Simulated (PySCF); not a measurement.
Gas-phase reaction: 2 InCl + O = In2O + Cl2

Energies from PySCF (xtb for GFN2), thermal terms from the rigid-rotor harmonic-oscillator model, ideal gas at 1 bar. † marks an energy on the PBE0/def2-TZVP geometry and frequencies; other levels use their own. MP2 and CCSD(T) freeze the core. Open shells (unrestricted): O (multiplicity 3); the rest are closed-shell singlets. GFN2 has no spin-polarisation term. Spin-orbit splitting is ignored; it lowers the true energy and changes the entropy of O. In: scalar-relativistic def2 core potential, no spin-orbit coupling. MP2 isn't extrapolated to the basis-set limit. CCSD(T) isn't extrapolated to the basis-set limit. Warning, large T1 diagnostic: In2O (CCSD(T)/def2-TZVPP†).

| level | ΔH°(298 K), kJ |
|---|---|
| CCSD(T)/def2-TZVPP† | … |
| GFN2-xTB | -513 |
| M06-2X/def2-TZVP† | … |
| MP2/def2-SVP† | … |
| PBE/def2-TZVP† | -170 |
| PBE0/def2-QZVP† | -115 |
| PBE0/def2-SVP† | … |
| r2SCAN/def2-TZVP† | -125 |

Problem. Complete the blanks.

Solution. 
- CCSD(T)/def2-TZVPP†, ΔH°(298 K), kJ: -114
- M06-2X/def2-TZVP†, ΔH°(298 K), kJ: -119
- MP2/def2-SVP†, ΔH°(298 K), kJ: -108
- PBE0/def2-SVP†, ΔH°(298 K), kJ: -81
